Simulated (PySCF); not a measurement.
Coordinates in bohr (charge 0 multiplicity 1):
```
Nd    0.0000    0.0000   -0.0256
H     3.6583    0.0000    1.2018
H    -1.8292    3.1682    1.2018
H    -1.8292   -3.1682    1.2018
```

Method: PBE0 in PySCF with Nd lcecp-1-TZVP with ECP49, H def2-TZVP; scalar-relativistic core potentials, no spin–orbit coupling; density-fitted integrals.

This geometry of NdH₃ is a stationary point at this level.

(1) What is the point group?

(2) Is it a minimum?

(3) Which band is strongest in the infrared?

(4) Give the atomic charges and bond orders.

Answers

(1) C3v.

(2) Yes: all harmonic wavenumbers are real.

(3) 1401 cm⁻¹ (e), 1886 km/mol.

(4) 
| atom | Mulliken | Löwdin | polar tensor | Mayer order to Nd1 |
| --- | --- | --- | --- | --- |
| Nd1 | 0.86 | 0.58 | 1.62 | – |
| H2,3,4 | -0.29 | -0.19 | -0.54 | 0.91 |

Other isomers or separated fragments may lie lower. The 4f shell sits in the core potential, so its spin is not counted.
